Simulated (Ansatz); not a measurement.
`[SiH3][NH][AlH][TeH]` + `[SiH3]Cl` → `[SiH3][NH][AlH][SiH2]Cl` + H₂Te  (formal exchange of groups at the Al–Te bond)

Computed with Ansatz on PBE0-D4/def2-TZVP structures; ΔE is electronic, products minus reactants. CCSD(T)/CBS is the MP2 limit (def2-TZVPP, def2-QZVPP) plus CCSD(T) − MP2 in def2-TZVPP, frozen cores. This one scheme is used for every species. Elements past krypton have def2 core potentials. For Te outer-core shells are correlated without core-valence functions, which leaves a few kJ/mol of doubt a bond. One conformer a species, not always the lowest.

```json
{"level": "SCS-MP2/def2-TZVPP", "ΔE (eV)": "1.29"}
{"level": "CCSD(T)/def2-TZVPP", "ΔE (eV)": "1.18"}
```

Question: What does CCSD(T)/CBS give? (Estimate.)

Answer: Computed: +1.24 eV. The listed levels differ from it by 0.05, -0.06 eV.

Largest T1 diagnostic among the species: 0.012.

From PBE to PBE0 (25 % exact exchange), in def2-TZVPP and without D4, ΔE moves by +0.07 eV.
